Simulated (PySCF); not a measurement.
Choosing a molecule for a target property.

Each SMILES stands for a single optimised conformer of the isolated species, non-relativistic unless stated; the electronic structure was computed with PySCF and density fitting.

Dipoles, sizes and rotational constants follow the conformer. The torsions of the flexible species, by atom-mapped SMILES:
- `[CH3:1][CH2:2][C:3](=[O:4])[Cl:5]`: C1–C2–C3–O4 0°
- `[CH3:1][O:2]/[CH:3]=[CH:4]\[Cl:5]`: C1–O2–C3–C4 0°
- `[CH3:1][CH2:2][CH2:3][C@@H:4]([CH3:5])[CH2:6][S@@:7]([CH3:8])=[O:9]`: C1–C2–C3–C4 174°, C2–C3–C4–C5 65°, C3–C4–C6–S7 173°, C4–C6–S7–C8 -168°
- `[CH3:1][O:2][C:3]1=[C:4]([CH:5]2[CH2:6][CH2:7]2)[C:8](=[O:9])[O:10][C:11]1=[O:12]`: C1–O2–C3–C4 -179°, C3–C4–C5–C6 144°
- `[CH2:1]=[CH:2][C@@H:3]1[O:4][C:5](=[O:6])[C:7](=[O:8])[O:9][C@H:10]1[CH:11]=[CH2:12]`: C1–C2–C3–O4 133°, O9–C10–C11–C12 7°
- `[CH3:1][C:2]([CH3:3])([C:4]([F:5])([F:6])[F:7])[S:8]([CH3:9])(=[O:10])=[O:11]`: C1–C2–C4–F5 -171°, C1–C2–S8–C9 -171°

Task: Wanted: dipole moment between 2 D and 3.2 D (PBE0/pcSseg-1) and HOMO–LUMO gap above 7 eV (PBE0/pcSseg-1), at GFN2-xTB geometries. Which candidate meets both?
A. `CCC[C@@H](C)C[S@@](C)=O`
B. `C=C[C@@H]1OC(C(=O)O[C@H]1C=C)=O`
C. `COC1=C(C2CC2)C(=O)OC1=O`
D. `CO/C=C\Cl`
E. `O=C(Cl)CC`
F. `CC(C)(C(F)(F)F)S(C)(=O)=O`

Result: E. Computed values:
| species | dipole moment | HOMO–LUMO gap |
| --- | --- | --- |
| CO/C=C\Cl | 0.71 D | 7.21 eV |
| O=C(Cl)CC | 2.95 D | 7.62 eV |
| CCC[C@@H](C)C[S@@](C)=O | 3.48 D | 7.40 eV |
| CC(C)(C(F)(F)F)S(C)(=O)=O | 3.66 D | 9.13 eV |
| COC1=C(C2CC2)C(=O)OC1=O | 4.48 D | 4.54 eV |
| C=C[C@@H]1OC(C(=O)O[C@H]1C=C)=O | 6.11 D | 6.19 eV |

Task: Wanted: smallest rotational constant below 1 GHz (GFN2-xTB) and HOMO energy below -7 eV (PBE0/pcSseg-1), at GFN2-xTB geometries. Which candidate meets both?
A. `C=C[C@@H]1OC(=O)C(=O)O[C@H]1C=C`
B. `CCC[C@@H](C)C[S@@](C)=O`
C. `CCC(=O)Cl`
D. `CO/C=C\Cl`
E. `Cc1cccc[cH+]c1`

Result: A. Computed values:
| species | smallest rotational constant | HOMO energy |
| --- | --- | --- |
| CCC[C@@H](C)C[S@@](C)=O | 0.513 GHz | -6.49 eV |
| C=C[C@@H]1OC(=O)C(=O)O[C@H]1C=C | 0.845 GHz | -7.99 eV |
| Cc1cccc[cH+]c1 | 1.277 GHz | -13.17 eV |
| CCC(=O)Cl | 1.955 GHz | -8.59 eV |
| CO/C=C\Cl | 2.068 GHz | -6.63 eV |
